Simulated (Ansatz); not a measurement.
Z-matrix (Å, degrees):
```
Ge
C 1 1.932
Cl 1 2.160 2 107.6
H 1 1.536 2 112.5 3 117.2
H 1 1.536 2 112.6 3 -117.2
C 2 1.326 1 123.5 3 0.2
H 2 1.088 1 116.9 3 -179.8
H 6 1.086 2 121.6 1 180.0
H 6 1.086 2 121.7 1 -0.0
```

Charge 0, multiplicity 1.

Question: List the B3LYP/def2-TZVPP orbital energies in eV (Ansatz). (Best estimate.)

Answer: The calculation gave: Occupied: -10850.98, -2762.11, -1355.31, -1206.25, -1206.20, -1206.20, -277.31, -277.28, -256.85, -195.88, -195.73, -195.72, -169.87, -120.21, -120.07, -120.06, -33.77, -33.69, -33.68, -33.58, -33.58, -22.13, -21.16, -16.47, -14.68, -12.89, -11.58, -10.37, -10.15, -9.27, -8.45, -8.41, -7.99. Lowest empty: -0.81, -0.26, 0.70, 1.21, 1.71, 2.15, 2.47, 3.33.

B3LYP here is the variant with VWN-RPA as its local correlation; programs differ in this.
